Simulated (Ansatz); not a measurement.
C₃H₈Ge, SMILES `C[CH](C)[GeH]`. The species carries charge 0 and has multiplicity 1. The structure was optimised at the PBE0-D4/def2-TZVP level.

```xyz
12

C    -0.254    0.924   -0.935
C    -0.466   -0.352   -0.137
C     0.857   -0.946    0.342
Ge   -1.557   -0.119    1.527
H    -1.195    1.363   -1.277
H     0.263    1.677   -0.333
H     0.356    0.735   -1.827
H    -0.977   -1.093   -0.762
H     1.492   -1.221   -0.508
H     1.416   -0.225    0.947
H     0.725   -1.855    0.941
H    -0.659    1.112    2.022
```

What is the dipole moment at PBE/def2-TZVPP? (An estimate is asked.)

Ansatz gave: 1.01 D, with components (0.45, -0.24, -0.88) D in this frame, pointing from negative to positive charge.

And with r2SCAN, B3LYP, ωB97M-V? (Estimate.)

The calculation gave: r2SCAN 1.07 D, B3LYP 0.93 D, ωB97M-V 0.90 D.

Give the Mulliken charges with PBE, ωB97M-V, B3LYP in def2-TZVPP. (An estimate is asked.)

Computed: 
```csv
atom,PBE,ωB97M-V,B3LYP
C1,-0.24,-0.30,-0.25
C2,-0.10,-0.24,-0.10
C3,-0.28,-0.35,-0.30
Ge4,0.12,0.15,0.15
H5,0.08,0.10,0.08
H6,0.08,0.11,0.09
H7,0.08,0.10,0.08
H8,0.08,0.11,0.07
H9,0.08,0.11,0.08
H10,0.10,0.13,0.10
H11,0.09,0.12,0.09
H12,-0.08,-0.05,-0.09
```

B3LYP here is the variant with VWN-RPA as its local correlation; programs differ in this.
